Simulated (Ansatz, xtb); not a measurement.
Pulling on the O3–H4 bond in FHOPb (SMILES [OH][Pb][F]) (multiplicity 1 held, fragments rigid). Energies count from the point at 0.966 Å.
Geometry at that point (charge 0, multiplicity 1):
```xyz
4

Pb     0.1198     0.0251     0.2337
F     -0.2989     1.3526    -1.3024
O     -0.7528    -1.6071    -0.7309
H     -1.1147    -1.3712    -1.5949
```

U- levels take the lowest unrestricted solution at each point, which mixes spins at long bonds. Active spaces are followed from a long bond inwards. Levels need not reach the same state.

Cores are frozen in the correlated methods. Filled d and f shells under p-block atoms count as core.

Programs: Ansatz (Gaussian orbitals); xtb for the GFN methods. Values without a source in brackets are computed. In def2 rows elements past Kr take small-core potentials, without spin–orbit coupling. The GFN methods have no spin term and hold the electronic entropy of 300 K.

Energies in kcal/mol.

```
R (Å)  GFN2-xTB  U-SCS-MP2/def2-TZVPP  SC-NEVPT2 on CASSCF(4,3)/def2-TZVPP  FIC-MRCISD on CASSCF(4,3)/def2-TZVPP  FIC-MRCISD+Q on CASSCF(4,3)/def2-TZVPP
-----  --------  --------------------  -----------------------------------  ------------------------------------  --------------------------------------
0.773      31.2                  34.8                                 38.7                                  33.0                                    33.6
0.869       5.1                   6.6                                  8.0                                   5.8                                     6.1
0.966       0.0                   0.0                                  0.0                                   0.0                                     0.0
1.063       4.8                   4.6                                  4.1                                   5.2                                     5.0
1.159      14.1                  14.8                                 14.1                                  15.9                                    15.5
1.304      31.4                  34.2                                 33.8                                  35.5                                    35.1
1.449      49.5                  70.7                                 54.4                                  55.1                                    54.8
1.691      77.5                 107.5                                 83.9                                  81.9                                    82.3
1.932     100.0                 119.7                                104.2                                  99.8                                   100.8
2.222     119.5                 124.5                                117.8                                 111.4                                   113.1
2.608     135.6                 126.3                                124.9                                 117.3                                   119.5
3.091     145.4                 126.8                                127.1                                 119.3                                   121.6
```

Doubts at one or more of the structures used: a spin-contaminated determinant (U-SCS-MP2/def2-TZVPP); active orbitals that take no part (SC-NEVPT2 on CASSCF(4,3)/def2-TZVPP, FIC-MRCISD on CASSCF(4,3)/def2-TZVPP, FIC-MRCISD+Q on CASSCF(4,3)/def2-TZVPP).

Ansatz is a program for electronic structure.
